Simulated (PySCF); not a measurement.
Isomers of CH6Si2. Gas-phase values, no solvent. Strings in code marks are SMILES.

Quantity: vertical ionisation energy (energy after one electron is removed minus that of the parent at the parent's geometry), in eV.

Level 1: PBE/6-31G* // PBE-D3(BJ)/def2-TZVP (PySCF)
Level 2: SVWN5/6-31G* // PBE-D3(BJ)/def2-TZVP (PySCF)
Level 3: minus the HOMO energy of HF/3-21G // PBE-D3(BJ)/def2-TZVP (PySCF)
Level 4: minus the HOMO energy of PBE-D3(BJ)/def2-TZVP (PySCF)

| species | level 1 | level 2 | level 3 | level 4 |
|---|---|---|---|---|
| `C[SiH]=[SiH2]` | 7.72 | 7.89 | 7.46 | 5.04 |
| `C=[SiH][SiH3]` | 8.48 | 8.71 | 8.50 | 5.66 |
| `[SiH2]=C[SiH3]` | 8.67 | 8.84 | 8.76 | 5.90 |
